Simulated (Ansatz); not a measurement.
A nudged elastic band was laid between two geometries of Cl3HSi + H4Si (10 atoms, charge 0, multiplicity 1).

The calculation used Ansatz 0.2.0, RKS B3LYP/def2-SVP.

```
movable images  : 7
climbing image  : yes
spring          : 5.0 eV/Å²
optimiser       : quadratic models (default)
start path      : through a guess of the saddle point
force threshold : 0.05 eV/Å
iteration limit : 60
end points      : relaxed
```

Image 0:

```xyz
10
Properties=species:S:1:pos:R:3
Si -0.859 -2.058 0.651
Cl 1.140 -2.515 0.826
Cl -1.297 -1.659 -1.320
Cl -1.984 -3.654 1.298
H -1.165 -0.875 1.473
H 1.275 0.883 0.059
Si 0.833 2.153 -0.588
H 0.472 3.143 0.468
H 1.941 2.697 -1.423
H -0.357 1.885 -1.443
```

Image 8:

```xyz
10
Properties=species:S:1:pos:R:3
Si -1.260 -0.655 -0.138
Cl 3.210 -0.754 0.578
Cl 0.015 -2.223 -0.718
Cl -1.955 -1.027 1.785
H -2.421 -0.731 -1.061
H 2.211 -1.466 0.162
Si -0.109 1.397 -0.150
H 0.858 1.417 0.976
H 0.582 1.571 -1.458
H -1.131 2.470 0.025
```

(1) What changes between the two ends?

(2) What energy profile does the band end with?

(3) What is the geometry of the highest image?

The band took 19 iterations and roughly 10 core-minutes.

Answers

(1) Bonds broken: Si1–Cl2, H6–Si7. Bonds formed: Si1–Si7, Cl2–H6. Cl3HSi + H4Si becomes Cl2H4Si2 + ClH.

(2) It converged. The highest image is number 4 of 0 to 8, 287.7 kJ/mol above the first end and 200.6 kJ/mol above the last; the last end lies 87.1 kJ/mol above the first. Beside the main top the profile has a ripple of under 15 meV (maxima at images 4, 7), which may be a very shallow well or noise. Neighbouring images differ by up to 2.4 eV, so the band resolves the path poorly. A vibrational analysis at the climbing image gives one clearly imaginary mode, 969i cm⁻¹: a first-order saddle point. The orbitals stay closed-shell, which can raise the energy where a bond breaks towards radicals; this wasn't checked here.

```
image  path coordinate (Å)  energy (kJ/mol)  Si1–Cl2 (Å)  H6–Si7 (Å)  Si1–Si7 (Å)
    0                 0.00              0.0         2.06        1.49         4.70
    1                 1.69              0.5         2.06        1.49         4.89
    2                 3.37              1.3         2.06        1.49         4.48
    3                 5.06             54.4         2.08        1.47         3.55
    4                 6.74            287.7         2.63        1.78         2.61
    5                 8.57            110.4         3.82        2.78         2.36
    6                10.39             89.1         4.32        4.23         2.35
    7                12.22             90.1         3.98        3.69         2.37
    8                14.05             87.1         4.53        3.70         2.35
```

(3) 
```xyz
10
Properties=species:S:1:pos:R:3
Si -0.681 -0.948 0.190
Cl 1.809 -1.749 -0.099
Cl -1.208 -2.105 -1.428
Cl -0.695 -1.770 2.075
H -1.822 0.010 0.265
H 0.909 -0.311 -0.104
Si 0.410 1.397 -0.192
H -0.099 1.969 1.081
H 1.831 1.767 -0.435
H -0.454 1.740 -1.351
```

Time of the run: 5.2 min on 2 threads of Intel(R) Xeon(R) Platinum 8488C (Sapphire Rapids) (shared host), peak memory 0.34 GiB.
